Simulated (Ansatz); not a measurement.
Compare A (`[SiH3][CH2][SnH2][Cl]`) with its isomer B (`[CH3][SnH2][SiH2]Cl`).

Gas-phase electronic energies from Ansatz, PBE0-D4/def2-TZVP geometries. CCSD(T)/CBS adds triple-zeta CCSD(T) − MP2 to the extrapolated MP2 energy (def2 sets, frozen cores). Functionals use def2-TZVPP. B3LYP here is the variant with VWN-RPA as its local correlation; programs differ in this. def2 core potentials past Kr. For Sn outer-core shells are correlated without core-valence functions, which leaves a few kJ/mol of doubt a bond. One conformer a species, not always the lowest.

Which isomer does CCSD(T)/CBS put lower? Give the gap. (Best estimate.)

Computed: B, by 14.1 kJ/mol.

Give E(B) − E(A) in kJ/mol with B2PLYP, r2SCAN-D4, HF/def2-TZVPP, B3LYP, MP2/def2-TZVPP, CCSD/def2-TZVPP, ωB97M-V. (An estimate is asked.)

Computed: B2PLYP -15.9, r2SCAN-D4 -18.3, HF/def2-TZVPP -4.8, B3LYP -19.0, MP2/def2-TZVPP -13.7, CCSD/def2-TZVPP -13.8, ωB97M-V -14.5. None reverses the order clearly.

Largest T1 diagnostic: 0.011.

From PBE to PBE0 (25 % exact exchange), in def2-TZVPP and without D4, E(B) − E(A) moves by +3.0 kJ/mol. In def2-TZVPP, CCSD(T) changes the Hartree–Fock value by −9.3 kJ/mol (the triples alone add −0.3 kJ/mol) and MP2 by −9.0 kJ/mol.
